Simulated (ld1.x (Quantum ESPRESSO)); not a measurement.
Varying the PAW potential for K (Z = 19)

Base potential:

```json
{
  "Element": "potassium (K)",
  "Generator": "ld1.x (Quantum ESPRESSO) 7.5",
  "Type": "PAW",
  "Functional": "PBEsol",
  "Relativity": "fully relativistic",
  "Frozen core": "[Ne]",
  "Valence charge": "9",
  "Reference configuration": "3s2 3p6 3d0 4s0.5 4p0 (charge +0.5)",
  "Partial waves": "3s (bound): rcut 1.95, rcutus 2.10 bohr; 4s (bound): rcut 1.95, rcutus 2.10 bohr; 3p (bound): rcut 2.00, rcutus 2.20 bohr; 4p (bound, empty): rcut 2.00, rcutus 2.20 bohr; 3d (bound, empty): rcut 4.05, rcutus 4.80 bohr; 3d channel at 2.75 Ry: rcut 4.05, rcutus 4.80 bohr",
  "Local potential": "all-electron potential smoothed inside 2.50 bohr (lloc = -2)",
  "Core correction": "Bessel-smoothed model core, default radius (core density twice the valence density)",
  "Augmentation charge": "BESSEL, radius 1.95 bohr"
}
```

Open shells are filled in proportion to 2j + 1 (rel_dist='average').

All-electron outer shells of the reference configuration (PBEsol, scalar-relativistic, ld1.x):

```json
{"shell": "2p", "level (eV)": "-282.73", "outermost node (bohr)": "–", "outermost maximum (bohr)": "0.26"}
{"shell": "3s", "level (eV)": "-38.08", "outermost node (bohr)": "0.48", "outermost maximum (bohr)": "1.07"}
{"shell": "3p", "level (eV)": "-21.59", "outermost node (bohr)": "0.45", "outermost maximum (bohr)": "1.15"}
{"shell": "4s", "level (eV)": "-4.20", "outermost node (bohr)": "1.58", "outermost maximum (bohr)": "3.88"}
{"shell": "4p", "level (eV)": "-2.34", "outermost node (bohr)": "1.85", "outermost maximum (bohr)": "5.17"}
{"shell": "3d", "level (eV)": "-1.48", "outermost node (bohr)": "–", "outermost maximum (bohr)": "2.38"}
```

Cutoffs, loose and tight: the cutoffs (Ry, on a coarse ladder) from which the occupation-weighted sum of valence levels, in a spherical-Bessel basis at the reference potential, stays within 10 and 1 mRy of its value at 400 Ry. They do not see the model core or the augmentation charge, which bear on the density cutoff. Test errors are all-electron minus pseudo excitation energies from the reference, over the configurations 3s2 3p6 3d0 4s1 4p0; 3s2 3p6 3d0 4s0 4p0; 3s2 3p6 3d0 4s0 4p1; 3s2 3p6 3d1 4s0 4p0; 3s1 3p6 3d0 4s1 4p0; 3s2 3p5 3d0 4s1 4p0; 3s2 3p6 3d0.5 4s0.5 4p0. A dash means not determined; rows that change the core or the reference have their own tests. The largest error is taken over the tests solved by every variant that gives reliable tests at all: 3s2 3p6 3d0 4s0 4p0; 3s2 3p6 3d0 4s0 4p1; 3s2 3p6 3d0 4s1 4p0; 3s2 3p6 3d1 4s0 4p0.

Cutoffs are not given where the Bessel-basis levels miss the radial ones by over 6 mRy, ghosts where they miss by over 20 mRy; a channel whose overlap is not positive is not tested.

| change | outcome | cutoff, loose | cutoff, tight | bound ghosts | largest test error (meV) |
| --- | --- | --- | --- | --- | --- |
| base | generated | – | – | not determined | +1.8 |
| augmentation PSQ, inside the norm-conserving radii | generated | – | – | not determined | -3.2 |
| local potential all-electron potential smoothed inside 4.66 bohr (lloc = -2) | generated | – | – | not determined | test run stopped at test 1 of 7 (negative rho) |
| reference 3s2 3p6 3d1 4s0 4p0 | generated | – | – | not determined | +16 |
| scalar-relativistic | generated | 15 Ry | 30 Ry | none | +1.5 |
| waves 3s (bound): rcut 1.68, rcutus 1.78 bohr; 4s (bound): rcut 1.68, rcutus 1.78 bohr | generated | – | – | not determined | +2.4 |
| local potential all-electron potential smoothed inside 3.30 bohr (lloc = -1) | generated | – | – | not determined | -0.5 |
| waves 3p (bound): rcut 2.00, rcutus 3.22 bohr; 4p (bound): rcut 2.00, rcutus 3.22 bohr | generated | – | – | not determined | -1.4 |
| wave 3d channel at 2.75 Ry: rcut 4.05, rcutus 4.80 bohr becomes 3d channel at -0.05 Ry: rcut 4.05, rcutus 4.80 bohr | generated | – | – | not determined | +4.2 |
